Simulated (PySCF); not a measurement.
CTe2, SMILES [Te]=C=[Te]. Atoms are numbered in the order given.

```xyz
3

C      0.0000     0.0000     0.0000
Te     0.0000     0.0000    -1.9033
Te     0.0000     0.0000     1.9033
```
Charge 0, spin multiplicity 1.

Geometry: B3LYP-D3(BJ)/def2-TZVP. The def2 effective core potentials stand for the cores of Te; spin–orbit coupling is left out.

These are TDA-PBE/def2-SVPD (PySCF 2.14.0) values and carry that method's errors.

Vertical excitations; the highest root listed may be one member of a degenerate set. Isolated molecule, no solvent. State labels are in the subgroup D2h.

```
state  symmetry  energy (eV)  λ (nm)      f                                                                  main pairs
-----  --------  -----------  ------  -----  --------------------------------------------------------------------------
S1           Au         2.46     504  0.000                                          HOMO→LUMO+1 50 %, HOMO−1→LUMO 50 %
S2          B1u         2.73     454  0.000                                   HOMO−1→LUMO+1, HOMO→LUMO (degenerate set)
S3           Au         2.73     454  0.000                                   HOMO−1→LUMO, HOMO→LUMO+1 (degenerate set)
S4          B2g         4.38     283  0.000                                              HOMO−1→LUMO+2 (degenerate set)
S5          B3g         4.38     283  0.000                                                HOMO→LUMO+2 (degenerate set)
S6          B1g         4.55     273  0.000                                        HOMO−3→LUMO+1 50 %, HOMO−2→LUMO 50 %
S7           Ag         4.83     257  0.000                                 HOMO−2→LUMO+1, HOMO−3→LUMO (degenerate set)
S8          B1g         4.83     257  0.000                                 HOMO−2→LUMO, HOMO−3→LUMO+1 (degenerate set)
S9          B1u         5.23     237  1.236  HOMO→LUMO 31 %, HOMO−1→LUMO+1 31 %, HOMO−4→LUMO+2 13 %, HOMO−1→LUMO+6 12 %
S10         B2g         5.48     226  0.000                                                          HOMO−1→LUMO+3 99 %
T1          B1u         1.98     627      0                                          HOMO−1→LUMO+1 50 %, HOMO→LUMO 50 %
T2          B1u         2.18     569      0                                   HOMO→LUMO, HOMO−1→LUMO+1 (degenerate set)
T3           Au         2.18     569      0                                   HOMO→LUMO+1, HOMO−1→LUMO (degenerate set)
T4           Au         2.46     504      0                                          HOMO−1→LUMO 50 %, HOMO→LUMO+1 50 %
```
Triplets are in the Tamm–Dancoff approximation.
